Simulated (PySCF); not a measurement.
Dipole response of Ge⁻ (germanium, charge -1)

[Ar] 3d10 4s2 4p3, high-spin 4S determinant. Computed with PySCF 2.14 in def2-QZVPPD (12s7p5d4f1g, 95 functions), with no relativity, point nucleus. Coupled (time-dependent) response in atomic units; α is the mean over directions.

| method | mean α (bohr³) | C₆ (like pair) | S(−4) |
| --- | --- | --- | --- |
| UHF | 99.80 | 1257 | 5562 |

S(−4) is the Cauchy moment in α(ω) = α(0) + S(−4) ω² + …

α(iu) at UHF:

| u (hartree) | α(iu) (bohr³) |
| --- | --- |
| 0 | 99.80 |
| 0.0500 | 88.41 |
| 0.100 | 69.21 |
| 0.200 | 42.06 |
| 0.300 | 27.42 |
| 0.500 | 14.07 |
| 0.750 | 7.679 |
| 1.00 | 4.892 |
| 1.50 | 2.584 |
| 2.00 | 1.662 |
| 3.00 | 0.9119 |
| 5.00 | 0.4368 |

A single London oscillator, α(iu) = α/(1 + u²/ω²), gives C₆ = (3/4) ω α². Matching the computed C₆ needs ω = 4 × 1257 / (3 × 99.80²) = 0.168 hartree.

For an ion, C₆ is the dispersion term alone; charge-induced terms of lower order in 1/R come first.
